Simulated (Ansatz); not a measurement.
Several settings on one geometry of ZnMe(SiH3) (CH₆SiZn) (that of the charge 0 singlet, PBE-D4/def2-SVP). Ansatz on 4 threads of Intel Xeon 6975P-C on a shared host; times are rough.

```xyz
9

Zn    0.0021    0.0010    0.2474
C    -0.0018   -0.0162    2.2009
H    -1.0194   -0.2126    2.5991
H     0.3386    0.9566    2.6137
H     0.6722   -0.8041    2.5978
Si    0.0025    0.0167   -2.1311
H     1.3460    0.3979   -2.7088
H    -0.9978    0.9943   -2.7032
H    -0.3425   -1.3335   -2.7158
```

Totals from different functionals, basis sets or treatments of relativity can't be compared as stabilities.

The spins typed aren't always the lowest for that charge.

Problem. Give the basis size and estimate the energy, ⟨S²⟩ and time of these runs.

```tsv
run	method	charge	state	further keys
1	UKS ωB97X-V/def2-SVPD	0	singlet	point_charges: [{charge: -1.00, position_ang: [6.302, 0.700, -0.055]}]; scf: {omitted_lower_state_checks: [starts]}
2	UKS PBE0/def2-SVPD	1	doublet	final_grid: {core_spheres: 8, valence_spheres: 7, degree: 23}; scf: {omitted_lower_state_checks: [starts]}
3	ROKS PBE0-D3(BJ)-ATM/def2-TZVP	0	triplet	scf: {lower_state_search: off}
```

Solution. 
```json
{"run": "1", "functions": "126", "energy (Eh)": "-2109.9992", "⟨S²⟩": "0.00", "wall time": "3.4 s"}
{"run": "2", "functions": "126", "energy (Eh)": "-2109.4704", "⟨S²⟩": "0.76", "wall time": "0.95 s"}
{"run": "3", "functions": "152", "energy (Eh)": "-2110.0297", "⟨S²⟩": "–", "wall time": "1.7 s"}
```
